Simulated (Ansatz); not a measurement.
Cost and result for the atomization energy of BClFHSe, SMILES `FB(Cl)[SeH]` (5 atoms, 4 bonds).

| atom | x (Å) | y (Å) | z (Å) |
| --- | --- | --- | --- |
| F1 | 1.200 | -0.416 | -1.368 |
| B2 | 0.446 | -0.248 | -0.301 |
| Cl3 | 0.793 | -1.196 | 1.126 |
| Se4 | -0.991 | 1.044 | -0.415 |
| H5 | -1.448 | 0.816 | 0.958 |

The species carries charge 0 and has multiplicity 1. Correlated methods include outer-core shells of Se, which these sets cover unevenly. Scalar relativity is left out up to krypton. The geometry is a stationary point of PBE0-D4/def2-TZVP. It is one conformer, not always the lowest. Program: Ansatz. Hardware: A = 2 threads of an AMD EPYC 7R13 on a shared host; B = 2 threads of an AMD EPYC 7R13 on a shared host and a share of an NVIDIA H100 80 GB. Times are those of one run each, without the atoms' runs, and a repeat can differ threefold. Electronic energies, without spin–orbit coupling; frozen cores. CCSD(T)/CBS adds CCSD(T) − MP2 in def2-TZVPP to the MP2 limit, and its time is that of the two runs behind it. T1 = 0.011. With those shells the extrapolation isn't a true limit. HSE06 is the plane-wave form, built on full-range PBE exchange.

CCSD(T)/CBS is a level of theory with its own doubt, some kJ/mol a heavy atom from the limit and from the frozen cores, so smaller differences don't rank the functionals.

```csv
level,functions,wall time,atomization (kcal/mol),difference from CCSD(T)/CBS,per bond
LDA (SPW92)/def2-TZVPP [A],166,0.85 s,500.5,75.7,18.9
PBE-D4/def2-TZVPP (with forces) [A],166,1.7 s,439.5,14.7,3.7
HSE06-D4/def2-TZVPP [A],166,2.3 s,428.2,3.4,0.8
PBE0-D4/def2-TZVPP [A],166,2.4 s,427.9,3.1,0.8
CAM-B3LYP-D4/def2-TZVPP [A],166,2.5 s,423.6,-1.2,-0.3
CCSD(T)/def2-SVP [A],83,2.8 s,401.9,-22.9,-5.7
r2SCAN-D4/def2-TZVPP (with forces) [A],166,3.2 s,432.2,7.4,1.8
r2SCANh-D4/def2-TZVPP [A],166,3.8 s,427.6,2.8,0.7
CCSD(T)/def2-TZVPP [B],166,4.8 s,412.7,-12.1,-3.0
ωB97X-V/def2-TZVPP [A],166,5.5 s,425.7,0.9,0.2
ωB97M-V/def2-TZVPP (with forces) [A],166,7.5 s,425.7,0.9,0.2
CCSD(T)/def2-QZVPP [B],303,12 s,419.7,-5.1,-1.3
CCSD(T)/CBS(def2),–,16 s,424.8,0.0,0.0
```

From r2SCAN to r2SCAN0 (25 % exact exchange), in def2-TZVPP and without D4, the atomization energy moves by −11.2 kcal/mol: exact exchange takes away binding that semilocal exchange gives to molecules. The D4 term adds +4.8 kcal/mol with B3LYP and +2.5 kcal/mol with PBE0; it sums over pairs of atoms, weighted by their polarisabilities, and B3LYP, whose exchange is more repulsive, gets the larger term. Leaving LDA and LC-ωPBE aside and taking each functional with its dispersion term where it has one, the values, not all of them listed here, spread over 33.3 kcal/mol, from BHLYP-D4 to PBE-D4. LDA lies +63.8 kcal/mol from PBE without D4, its usual overbinding.

B3LYP here is the variant with VWN-RPA as its local correlation; programs differ in this.
